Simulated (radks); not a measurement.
Species: Xe II. Configuration: [Kr] 4d10 5s2 5p5. Calculated with a radial shooting solver on a logarithmic mesh with Libxc functionals: scalar-relativistic Kohn-Sham, TASK exchange with Perdew-Wang LDA correlation, spin-unpolarised, spherical densities, finite nucleus; meta-GGA in the generalised Kohn-Sham scheme; Fermi nuclear charge, rms radius 4.7859 fm.

Normalised radial functions P(r) = r R(r), r in bohr:

```
   r/bohr * 3p, o 4d (the largest magnitude, 2, reaches the edge; | marks zero, & curves that meet)
 0.001077                             &
 0.001646                             &
 0.002516                             &
 0.003844                             &
 0.005874                             o*
 0.008976                             o *
  0.01383                             o   *
  0.02113                             o      *
  0.03228                             |o         *
  0.04933                             | o            *
  0.07538                             |   o         *
   0.1152                             |  *   o
    0.176             *               |        o
   0.2711  *                          |    o
   0.4143           *            o    |
    0.633              o         *    |
   0.9673               o             *
    1.478                       o     *
    2.259                            o*
    3.451                             &
    5.316                             &
```

3p: eigenvalue -939.45 eV, 1 radial node at r = 0.124 bohr, <r> = 0.304 bohr, 90 % of the charge inside 0.457 bohr. 4d: eigenvalue -71.659 eV, 1 radial node at r = 0.343 bohr, <r> = 0.877 bohr, 90 % of the charge inside 1.33 bohr.
